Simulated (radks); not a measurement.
Lu III, configuration [Xe] 4f14 6s1. Calculated with a radial shooting solver on a logarithmic mesh with Libxc functionals: Dirac Kohn-Sham, LB94 model potential, spin-unpolarised, spherical densities, finite nucleus; Fermi nuclear charge, rms radius 5.37 fm.

Normalised radial functions P(r) = r R(r) (large component), r in bohr:

r            4d5/2    6s1/2
0.0009547   0.0000   0.0215
0.001494    0.0000   0.0302
0.002339    0.0001   0.0414
0.00369     0.0004   0.0544
0.005776    0.0015   0.0661
0.00904     0.0051   0.0699
0.01426     0.0173   0.0535
0.02232     0.0540   0.0051
0.03522     0.1554  -0.0699
0.05513     0.3748  -0.1099
0.08629     0.7030  -0.0234
0.1361      0.8434   0.1414
0.2131      0.2248   0.0709
0.3362     -1.0202  -0.2106
0.5262     -1.4722  -0.0488
0.8236     -0.8075   0.3539
1.299      -0.1732   0.0891
2.034      -0.0123  -0.5621
3.183      -0.0002  -0.6201
5.022      0.0000  -0.2062
7.861      0.0000  -0.0163

4d5/2: eigenvalue -213.37 eV, 1 radial node at r = 0.233 bohr, <r> = 0.553 bohr, 90 % of the charge inside 0.832 bohr. 6s1/2: eigenvalue -22.785 eV, 5 radial nodes at r = 0.0231, 0.0919, 0.238, 0.552, 1.38 bohr, <r> = 2.89 bohr, 90 % of the charge inside 4.15 bohr.
